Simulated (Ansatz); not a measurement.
C2H4BFO (`OC1(F)BC1`). Charge 0, multiplicity 1. Geometry: relaxed with PBE0-D4/def2-TZVP. It is one conformer, not always the lowest.

```xyz
9

O     1.259   -1.013   -0.504
C     0.611    0.023    0.102
F     1.291    0.503    1.198
B    -0.270    0.983   -0.716
C    -0.894   -0.033    0.261
H     1.144   -1.808    0.032
H    -0.417    1.896   -1.454
H    -1.320    0.373    1.179
H    -1.403   -0.924   -0.097
```

(1) What is the dipole moment at r2SCAN/def2-TZVPP? (An estimate is asked.)

(2) And with PBE, B3LYP, ωB97M-V? (Best estimate.)

(3) Give the Mulliken charges with r2SCAN, PBE, ωB97M-V in def2-TZVPP. (An estimate is asked.)

Results:

(1) Ansatz gave: 2.17 D, with components (-1.87, -1.10, 0.03) D in this frame, pointing from negative to positive charge.

(2) The calculation gave: PBE 2.11 D, B3LYP 2.18 D, ωB97M-V 2.19 D.

(3) Computed: 
```tsv
atom	r2SCAN	PBE	ωB97M-V
O1	-0.32	-0.25	-0.28
C2	0.33	0.25	0.26
F3	-0.22	-0.18	-0.21
B4	0.02	-0.03	-0.03
C5	-0.24	-0.24	-0.31
H6	0.20	0.19	0.18
H7	0.05	0.06	0.13
H8	0.09	0.11	0.13
H9	0.09	0.10	0.12
```

B3LYP here is the variant with VWN-RPA as its local correlation; programs differ in this.
